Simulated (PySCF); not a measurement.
(Z)-1,2-difluoroethene (C2H2F2), SMILES F/C=C\F. Atoms are numbered in the order given.

```xyz
6

F      0.0000     1.3928    -0.5468
C      0.0000     0.6659     0.5708
C      0.0000    -0.6659     0.5708
F      0.0000    -1.3928    -0.5468
H      0.0000     1.2468     1.4962
H      0.0000    -1.2468     1.4962
```

Geometry optimised at B3LYP-D3(BJ)/def2-SVP.

The numbers are results of PBE0/pcJ-1 in PySCF, not measurements.

Isotropic couplings with Fermi-contact, spin-dipole and both spin-orbit terms, one fixed conformer, no vibrational averaging. Isotopes: 13C, 19F, 1H.

Computed spin–spin coupling constants:
| pair | bonds apart | J (Hz) |
|---|---|---|
| F1–C2 | 1 | -337.7 |
| C2–C3 | 1 | 106.3 |
| C2–H5 | 1 | 200.0 |
| C3–F4 | 1 | -337.6 |
| C3–H6 | 1 | 200.0 |
| F1–C3 | 2 | 10.3 |
| F1–H5 | 2 | 73.4 |
| C2–F4 | 2 | 10.3 |
| C2–H6 | 2 | 25.0 |
| C3–H5 | 2 | 25.0 |
| F4–H6 | 2 | 73.4 |
| F1–F4 | 3 | 3.5 |
| F1–H6 | 3 | 15.2 |
| F4–H5 | 3 | 15.2 |
| H5–H6 | 3 | 2.9 |
